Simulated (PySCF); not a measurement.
# Ionisation energy of Au²⁺ by level of theory

Au²⁺ [Xe] 4f14 5d9 (2D) → Au³⁺ [Xe] 4f14 5d8 (3F), as a difference of total energies. Computed with PySCF 2.14 in aug-cc-pVDZ-PP with ECP60MDF (5s5p4d2f, 54 functions), with scalar relativity through the core potential. Correlated levels: valence: 5s2 5p6 frozen. The calculations carry no spin-orbit coupling.

**Question.** Order these methods by the ionisation energy they give, lowest first.
A. MP2 (valence)
B. UHF
C. SCS-MP2 (valence)
D. CCSD (valence)

**Answer.** B (30.865 eV), D (32.253 eV), C (32.309 eV), A (32.409 eV).

The reference lies between the lowest fine-structure levels, while these numbers refer to the centres of the terms.

Errors of the correlated levels include the incompleteness of this basis and the frozen core.

For comparison: 30 ± 1.6 eV (theoretical estimate listed by NIST; NIST Atomic Spectra Database, ionization energies).
